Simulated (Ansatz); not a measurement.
A geometry relaxed with B3LYP-D3(BJ)/def2-SVP run with Ansatz (a program for electronic structure), charge 0, multiplicity 1:

```xyz
19

C      1.7112    -0.8103     0.9654
C     -0.4876     0.3152    -0.3867
C     -1.6396     0.8507    -1.0234
C     -2.9814    -0.3089     0.6014
F      0.2450    -1.8648     2.4591
H      3.5284     1.0528    -1.6244
H      4.3263    -0.1320    -0.1038
C     -0.7085    -0.5312     0.7507
C      0.4389    -1.0779     1.4025
C     -2.8873     0.5413    -0.5328
H      2.5532    -1.2541     1.5003
H      0.9838     1.2255    -1.6890
C      0.8349     0.5784    -0.8208
H     -3.9704    -0.5631     1.0020
C      1.9407     0.0330    -0.1683
H     -3.7952     0.9337    -0.9953
N     -1.9437    -0.8269     1.2219
B      3.3673     0.3380    -0.6653
H     -1.5159     1.5007    -1.8936
```

**Question.** Write the SMILES of this molecule.

**Answer.** `Bc1cc(F)c2ncccc2c1`
